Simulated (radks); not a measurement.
The numbers below are computed, except where a source is named.
Effect of the nuclear size on neutral rhenium, [Xe] 4f14 5d5 6s2. Code: a radial shooting solver on a logarithmic mesh with Libxc functionals. Model: Dirac Kohn-Sham, LDA (Slater exchange, Perdew-Wang correlation), spin-unpolarised, spherical densities, finite nucleus; open shells fill j = l - 1/2 first; Fermi nuclear charge, rms radius 5.3698 fm. The rms radius is varied about that value; shifts are against it.

rms radius (fm),total energy shift (eV),density at nucleus (e/bohr^3),1s1/2 shift (meV),2s1/2 shift (meV),5p1/2 shift (meV),6s1/2 shift (meV),5d5/2 shift (meV),6p1/2 (empty) shift (meV)
4.3173,-23.3,1.665e+06,-9420,-1340,0.709,-0.869,0.775,0.289
5.198,-4.02,1.558e+06,-1630,-231,0.122,-0.150,0.134,0.050
5.3698,0,1.54e+06,0.000,0.000,0.000,0.000,0.000,0.000
5.8531,11.8,1.494e+06,4760,677,-0.357,0.439,-0.392,-0.146
6.4813,28.0,1.44e+06,11300,1610,-0.849,1.05,-0.933,-0.348

Slopes of the eigenvalues against <r^2> in GHz/fm^2, as finite differences over the two radii next to the reference (eigenvalue slopes, not the field-shift constants of lines): 1s1/2 213000, 2s1/2 30300, 5p1/2 -16.0, 6s1/2 19.7, 5d5/2 -17.6, 6p1/2 (empty) -6.54.
